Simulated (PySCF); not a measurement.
C3H7BF2O, SMILES FB(F)[C@@H](C)OC. Atoms are numbered in the order given.

```xyz
14

C      2.2448    -0.7049     1.0212
O      1.3337    -0.2875     0.0397
C      0.0008    -0.1210     0.4810
C     -0.7167    -1.4479     0.7825
B     -0.7851     0.7216    -0.5954
F     -2.0669     1.0005    -0.3986
F     -0.2370     1.1825    -1.7002
H      2.0483    -1.7319     1.3849
H      3.2477    -0.6875     0.5705
H      2.2420    -0.0264     1.8991
H     -0.0135     0.4900     1.4149
H     -0.2419    -1.9891     1.6148
H     -1.7658    -1.2636     1.0592
H     -0.6989    -2.1037    -0.1024
```

Geometry optimised at B3LYP-D3(BJ)/def2-SVP. The structure was generated by enumeration; whether it is a known compound was not checked. One conformer was computed; it need not be the lowest.

Two levels are set side by side: PBE/pcSseg-1 (PySCF) and KT2/pcSseg-1 (PySCF). GIAO shifts against BF3 (¹¹B), CFCl3 (¹⁹F), H2O (¹⁷O), TMS (¹H), TMS (¹³C) at the same level; non-relativistic, no solvent, atoms listed together averaged. Differences are taken from unrounded values.

| quantity | KT2 | PBE | PBE minus KT2 |
|---|---|---|---|
| δ(¹³C) of C1 (ppm) | 60.3 | 61.5 | 1.2 |
| δ(¹⁷O) of O2 (ppm) | 35.1 | 37.9 | 2.8 |
| δ(¹³C) of C3 (ppm) | 69.7 | 71.5 | 1.8 |
| δ(¹³C) of C4 (ppm) | 15.7 | 15.7 | 0.0 |
| δ(¹¹B) of B5 (ppm) | 14.6 | 16.1 | 1.5 |
| δ(¹H) of H11 (ppm) | 3.39 | 3.38 | 0.00 |

Rough cost on one machine, each run with all the roots and properties that it gave: KT2 against PBE within a factor of 2.
